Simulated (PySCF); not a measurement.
Computed shifts of a molecule C₄H₈OS, PBE/pcSseg-1 in PySCF, GIAO, gas phase, equivalent atoms averaged, in ppm (number of nuclei): ¹³C: 207.7 (1), 52.7 (1), 38.4 (1), 30.3 (1). ¹H: 10.48 (1), 3.62 (1), 3.21 (1), 3.06 (1), 2.68 (1), 2.37 (1), 2.18 (1), 1.94 (1). References: ¹⁷O against H2O (σ = 334.3 ppm); ¹³C against TMS (σ = 182.0 ppm); ³³S against H2S (σ = 706.5 ppm); ¹H against TMS (σ = 31.49 ppm), references at their B3LYP-D3(BJ)/def2-TZVP geometries, non-relativistic. The structure is a stationary point at PBE-D3(BJ)/def2-SVP. The values are those of a single conformer.

Identify the compound among the candidates.
A. CSCC(C)=O
B. O=CCCCS
C. CCCSC=O
D. CCSCC=O

B, O=CCCCS
